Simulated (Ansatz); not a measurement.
Ansatz (a program for electronic structure) input:

Ansatz 0.2 input:
```yaml
crystal:
  periodic: [false, false, false]
  atoms:
    - {symbol: C, position_ang: [0.16671378, -1.85067917, -0.06703296]}
    - {symbol: C, position_ang: [-0.19441182, -0.40141801, -0.02700461]}
    - {symbol: O, position_ang: [0.71732452, 0.49043418, 0.49546829]}
    - {symbol: C, position_ang: [1.08771892, 0.28275393, 1.84904155]}
    - {symbol: O, position_ang: [-0.70817646, 0.03762481, -1.20525154]}
    - {symbol: C, position_ang: [-1.15649752, 1.39085567, -1.23724142]}
    - {symbol: H, position_ang: [0.39136574, -2.23305218, 0.92795491]}
    - {symbol: H, position_ang: [-0.66651761, -2.42091114, -0.47390139]}
    - {symbol: H, position_ang: [1.04545406, -2.02027375, -0.70614837]}
    - {symbol: H, position_ang: [1.71729349, -0.60417013, 1.96295767]}
    - {symbol: H, position_ang: [0.20236164, 0.17946620, 2.48291346]}
    - {symbol: H, position_ang: [1.65475132, 1.15994431, 2.15419457]}
    - {symbol: H, position_ang: [-1.85991279, 1.57983917, -0.42165700]}
    - {symbol: H, position_ang: [-1.65834439, 1.51923202, -2.19382361]}
    - {symbol: H, position_ang: [-0.32077610, 2.08637912, -1.16079976]}
basis:
  gaussian:
    orbitals: def2-TZVPD
hamiltonian:
  xc: {name: wB97M-V}
magnetization: {spin_polarized: true, initial_magnetization: 1}
output: {forces: true}
```

### Question
Which total energy does the run end on?

### Answer
-308.19917 Eh (wB97M-V/def2-TZVPD). The basis has 309 functions.

It need not be the lowest isomer of its formula.
